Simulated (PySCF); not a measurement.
carbazole (C₁₂H₉N), SMILES c1ccc2c(c1)[nH]c1ccccc12.

Geometry: B3LYP-D3(BJ)/def2-SVP.

Computed with PBE/def2-SVP in PySCF.

Symmetry labels are those of the subgroup C2v that the program uses (full group C2v).

Question: List the valence orbital energies around the gap with their symmetry. (An estimate is asked for; the answer gives what the named calculation found.)

Answer: 
```
orbital  symmetry  energy (eV)
-------  --------  -----------
HOMO−7         A2        -8.65
HOMO−6         B2        -8.05
HOMO−5         A1        -8.02
HOMO−4         B1        -8.01
HOMO−3         B1        -6.88
HOMO−2         A2        -6.22
HOMO−1         A2        -5.32
HOMO           B1        -5.00
LUMO           B1        -1.62
LUMO+1         A2        -0.80
LUMO+2         B1        -0.18
LUMO+3         A2         0.11
```
